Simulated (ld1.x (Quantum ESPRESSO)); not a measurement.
Before and after: TM potential for Tb (Z = 65)

terbium (Tb), norm-conserving Troullier–Martins (Kleinman–Bylander form), made with ld1.x (Quantum ESPRESSO) 7.5 (LDA (PZ), scalar-relativistic). Core [Xe] 4f8, reference 5d1 6s1.5 6p0 (charge +0.5). Waves: 6p (bound, empty): rc 3.60 bohr; 5d (bound): rc 2.65 bohr; 5f channel at 0.2 Ry: rc 3.20 bohr; 6s (bound): rc 3.15 bohr. Local part: the s channel. Core correction: none.

Change: reference 5d1.5 6s1.5 6p0.

Cutoffs: the cutoffs (Ry, on a coarse ladder) from which the occupation-weighted sum of valence levels, in a spherical-Bessel basis at the reference potential, stays within 10 and 1 mRy of its value at 400 Ry; they do not see the model core or the augmentation charge, which bear on the density cutoff. Errors are all-electron minus pseudo energies relative to the spin-unpolarised reference configuration. Spin-polarised tests are left out, since the open f shell is frozen unpolarised in the core.

Q: What does the change do?

A: The potential gets harder (15 Ry and 18 Ry → 15 Ry and 21 Ry); neither file shows a bound ghost.

```tsv
quantity	base	changed
cutoff, loose	15 Ry	15 Ry
cutoff, tight	18 Ry	21 Ry
bound ghosts	none	none
largest error over its own tests, meV	+176	+238
s: phases at 3.88 bohr within 0.05 rad from the reference energy up to (Ry; the scan ends near 5)	1.0	1.2
p: phases at 3.88 bohr within 0.05 rad from the reference energy up to (Ry; the scan ends near 5)	1.2	1.3
d: phases at 3.88 bohr within 0.05 rad from the reference energy up to (Ry; the scan ends near 5)	0.5	0.7
f: phases at 3.88 bohr within 0.05 rad from the reference energy up to (Ry; the scan ends near 5)	1.7	0.7
```
